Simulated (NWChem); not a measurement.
# C3H5O3 cation; SMILES [OH+]=C1OCCO1

```xyz
11

O     -0.0767    -1.9888    -0.0368
C     -0.0217    -0.7215    -0.0205
O     -1.0980    -0.0414    -0.0748
C     -0.7540     1.3719    -0.1121
C      0.7665     1.3569     0.1113
O      1.0782    -0.0671     0.0477
H      0.7994    -2.4119     0.0255
H     -1.3235     1.8712     0.6811
H     -1.0632     1.7533    -1.0940
H      1.3464     1.8569    -0.6738
H      1.0835     1.7122     1.1004
```
Atoms are numbered in this order, from 1.

Level: PBE0/def2-SVP (NWChem), optimised geometry, unscaled harmonic frequencies. 

**Question.** List the harmonic frequencies with IR intensities, and the thermochemistry.

**Answer.** 
```
frequency (cm⁻¹)  IR intensity (km/mol)
----------------  ---------------------
59                                  0.3
233                                 9.7
468                                16.7
580                               150.1
724                                 5.8
752                                 9.9
784                                38.5
854                                 2.3
947                                76.7
992                                27.7
1022                                5.7
1140                                0.2
1159                              221.6
1174                               29.8
1232                                4.7
1236                                4.7
1316                               72.3
1399                                0.5
1484                                3.3
1501                                2.0
1664                              340.0
1773                              586.3
3139                                0.1
3140                                0.9
3214                                0.2
3224                                9.2
3760                              379.5
```

The zero-point energy comes out as 55.7 kcal/mol, the thermal correction to the enthalpy at 298.15 K (with zero-point energy) is 59.5 kcal/mol and the heat capacity Cv comes out as 17.6 cal/(mol K). The entropy at 298.15 K and 1 atm (symmetry number 1) is 74.2 cal/(mol K).

Rigid rotor and harmonic oscillator; modes under 100 cm⁻¹ make the entropy uncertain.
